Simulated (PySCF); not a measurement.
Heteronuclear NMR

Atom-mapped SMILES (the numbers label the heavy atoms): `[CH3:1][CH:2]([CH3:3])[SiH2:4][C:5](=[O:6])[CH:7]=[O:8]` (H(Xn): hydrogen on atom n).

- GFN2-xTB structure
- GIAO PBE0/pcSseg-1 shieldings
- code: PySCF 2.14.0 with density-fitted response routines
- no solvent, one computed conformer, relativity neglected, rapidly exchanging positions averaged

Q: Where does 29Si resonate?

A: 
```json
{"atoms": "Si4", "environment": "silicon bonded to 2 C, 2 H", "σ (ppm)": "391.1", "δ (ppm)": "-41.5"}
```

Shieldings were converted by a linear fit to measured shifts: 29Si: δ = 279.94 − 0.822σ (rms 8.9 ppm, 72 shifts, 25.8 ppm with the 6 outliers that the fit left out vs TMS, solution or neat liquid). A few per cent of atoms miss by over 2 rms, more outside the fitted compound classes.

On a 500 MHz spectrometer 29Si resonates near 99.3 MHz, so 1 ppm is 99.3 Hz.

Q: Where does 17O resonate?

A: 
```
atoms      environment  σ (ppm)  δ (ppm)
   O6  carbonyl oxygen   -525.9    745.7
   O8  aldehyde oxygen   -349.0    584.6
```

Shieldings were converted by a linear fit to measured shifts: 17O: δ = 266.70 − 0.911σ (rms 10.7 ppm, 155 shifts, 12.2 ppm with the 3 outliers that the fit left out vs liquid water, solution or neat liquid). A few per cent of atoms miss by over 2 rms, more outside the fitted compound classes.

On a 400 MHz spectrometer 17O resonates near 54.2 MHz, so 1 ppm is 54.2 Hz.
